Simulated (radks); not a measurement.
All-electron atom: Zr3+ in [Kr] 4d0.5 5s0.5 (fractional occupations, a model configuration). All-electron calculation, Dirac Kohn-Sham, BLYP, spin-unpolarised, spherical densities, point nucleus; open shells fill j = l - 1/2 first. Program: a radial shooting solver on a logarithmic mesh with Libxc functionals.

Normalised radial functions P(r) = r R(r) (large component), r in bohr:

r,3d3/2,4s1/2,5s1/2
0.001251,0.0000,0.0372,0.0158
0.001444,0.0000,0.0424,0.0180
0.001655,0.0000,0.0478,0.0203
0.001911,0.0000,0.0543,0.0231
0.002207,0.0000,0.0615,0.0262
0.002528,0.0000,0.0691,0.0294
0.00292,0.0001,0.0780,0.0332
0.003345,0.0001,0.0873,0.0371
0.003864,0.0001,0.0979,0.0416
0.004462,0.0002,0.1095,0.0466
0.005112,0.0002,0.1213,0.0515
0.005904,0.0003,0.1344,0.0571
0.006818,0.0005,0.1481,0.0629
0.007812,0.0007,0.1613,0.0685
0.009021,0.0011,0.1751,0.0744
0.01042,0.0016,0.1882,0.0800
0.01194,0.0023,0.1993,0.0847
0.01379,0.0034,0.2089,0.0888
0.01579,0.0049,0.2147,0.0912
0.01824,0.0072,0.2163,0.0919
0.02106,0.0105,0.2117,0.0899
0.02413,0.0150,0.1999,0.0849
0.02787,0.0219,0.1782,0.0757
0.03219,0.0316,0.1454,0.0617
0.03688,0.0445,0.1033,0.0437
0.04259,0.0635,0.0466,0.0196
0.04919,0.0896,-0.0215,-0.0094
0.05635,0.1230,-0.0939,-0.0401
0.06508,0.1699,-0.1743,-0.0743
0.07456,0.2276,-0.2475,-0.1054
0.08611,0.3056,-0.3128,-0.1330
0.09945,0.4033,-0.3542,-0.1503
0.1139,0.5147,-0.3606,-0.1526
0.1316,0.6524,-0.3230,-0.1361
0.152,0.8073,-0.2342,-0.0976
0.1741,0.9632,-0.1050,-0.0420
0.2011,1.1286,0.0682,0.0321
0.2304,1.2728,0.2457,0.1075
0.266,1.3973,0.4172,0.1793
0.3072,1.4767,0.5352,0.2266
0.352,1.4978,0.5665,0.2351
0.4065,1.4557,0.4933,0.1967
0.4695,1.3485,0.3081,0.1092
0.5379,1.1964,0.0486,-0.0085
0.6212,0.9981,-0.2759,-0.1494
0.7174,0.7831,-0.5978,-0.2778
0.8219,0.5855,-0.8486,-0.3590
0.9492,0.4003,-1.0157,-0.3773
1.087,0.2590,-1.0602,-0.3173
1.256,0.1491,-0.9910,-0.1737
1.45,0.0771,-0.8318,0.0316
1.662,0.0370,-0.6398,0.2494
1.919,0.0149,-0.4361,0.4639
2.216,0.0051,-0.2650,0.6220
2.539,0.0016,-0.1476,0.6941
2.932,0.0004,-0.0694,0.6797
3.387,0.0001,-0.0278,0.5858
3.88,0.0000,-0.0100,0.4531
4.481,0.0000,-0.0028,0.3029
5.134,0.0000,-0.0007,0.1808
5.929,0.0000,-0.0001,0.0893
6.847,0.0000,0.0000,0.0368
7.845,0.0000,0.0000,0.0132
9.06,0.0000,0.0000,0.0036

3d3/2: eigenvalue -205.97 eV, 0 radial nodes, <r> = 0.450 bohr, 90 % of the charge inside 0.725 bohr. 4s1/2: eigenvalue -83.270 eV, 3 radial nodes at r = 0.0471, 0.190, 0.550 bohr, <r> = 1.20 bohr, 90 % of the charge inside 1.74 bohr. 5s1/2: eigenvalue -25.331 eV, 4 radial nodes at r = 0.0471, 0.189, 0.533, 1.42 bohr, <r> = 2.89 bohr, 90 % of the charge inside 4.12 bohr.
